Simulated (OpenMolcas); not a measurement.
A calculation on Te4+.

```yaml
Program: OpenMolcas
Method: CASSCF
Basis: ANO-RCC-VQZP [8s7p5d3f2g]
Scalar_Hamiltonian: DKH2, point nucleus
Active_space: 2 electrons in 8 orbitals (5s 5p 6s 6p)
State_averaging: 2S+1 = 3 even, 3 roots; 2S+1 = 1 even, 7 roots; 2S+1 = 3 odd, 3 roots; 2S+1 = 1 odd, 3 roots
Spin-orbit_coupling: RASSI with atomic mean-field integrals over the reference wave functions, term energies averaged over their components
```

Problem. Which level of the active space comes out lowest?

Solution. 5s² ¹S₀, with 100 % of that term; it is also the measured ground level.

Problem. How high does 5p² ¹S₀ lie?

Solution. 27.2693 eV above the lowest level.

Problem. How high does 5s 5p ³P°₀ lie?

Solution. 8.8663 eV above the lowest level.

Problem. How high does 5p² ¹D₂ lie?

Solution. 24.3663 eV above the lowest level; measured 22.6639 eV above the ground level, so the calculation is off by +8 %.

Measured values: Moore, Atomic Energy Levels, vol. III, NSRDS-NBS 35 (1971 reprint of NBS Circular 467, 1958).

Active for correlation alone: 6p 6s; no level in the range computed is led by a configuration that fills them, so any true level of that kind is missing. The ¹D term of p² mixes with s d, which this space lacks. Computed and measured levels are paired by configuration, term and J; levels that our copy of the source lacks, or whose pairing is in doubt (as where it misses far off the trend of its configuration), stay unpaired and out of the deviations. Only configurations of the active space appear.

° marks odd parity.
